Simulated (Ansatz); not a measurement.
Compare A (`NC1=C[SiH]1N`) with its isomer B (`C1=NC[SiH2]N1`).

Calculated with Ansatz (gas phase, PBE0-D4/def2-TZVP geometries, no zero-point term in ΔE). CCSD(T)/CBS is the MP2 limit (def2-TZVPP, def2-QZVPP) plus CCSD(T) − MP2 in def2-TZVPP, frozen cores. DFT in def2-TZVPP. B3LYP here is the variant with VWN-RPA as its local correlation; programs differ in this. One conformer a species, not always the lowest.

(1) Which isomer does CCSD(T)/CBS put lower? Give the gap. (Estimate.)

(2) Give E(B) − E(A) in kcal/mol with ωB97M-V, B2PLYP, CCSD/def2-TZVPP, CCSD(T)/def2-TZVPP, B3LYP-D4, HF/def2-TZVPP, PBE0-D4. (Best estimate.)

Largest T1 diagnostic: 0.014.

Results:

(1) Ansatz gave: B, by 18.8 kcal/mol.

(2) Computed: ωB97M-V -17.7, B2PLYP -18.8, CCSD/def2-TZVPP -20.1, CCSD(T)/def2-TZVPP -20.5, B3LYP-D4 -19.3, HF/def2-TZVPP -19.9, PBE0-D4 -18.4. None reverses the order clearly.

The D4 term adds −1.1 kcal/mol with B3LYP and −0.5 kcal/mol with PBE0; it sums over pairs of atoms, weighted by their polarisabilities, and B3LYP, whose exchange is more repulsive, gets the larger term.
